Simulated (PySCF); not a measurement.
Coordinates in bohr (charge 0 multiplicity 3):
```
Rh    0.0000    0.0000   -0.0504
H     0.0000    0.0000    2.8107
H     2.7586    0.0000    1.2206
H    -2.7586    0.0000    1.2206
```

Level of theory: PySCF, UPBE0, basis Rh def2-TZVP with ECP28, H def2-TZVP (scalar-relativistic core potentials, no spin–orbit coupling, density fitting).

This geometry of RhH3 is a stationary point at this level.

Q: What is the point group?

A: C2v.

Q: Is it a minimum?

A: Yes: all harmonic wavenumbers are real.

Q: List the harmonic modes with their infrared intensities.

A: 
```csv
symmetry,ω (cm⁻¹),IR (km/mol),type
b2,282,283,bend
b1,319,19.2,bend
a1,757,0.6,bend
b2,1784,79.8,stretch
a1,1963,23.5,stretch
a1,2289,0.7,stretch
```

Q: What is the atomisation energy, with and without zero-point energy?

A: 715 kJ/mol without, 670 kJ/mol with.

In C2v the vibrations span 2b2 + b1 + 3a1. Here b1 is antisymmetric to the molecular plane and b2 lies in it.

Other isomers or separated fragments may lie lower. Other spin states or occupations of the open shell can lie lower. At this level a singlet minimum of C3v symmetry lies 130 kJ/mol below this structure.
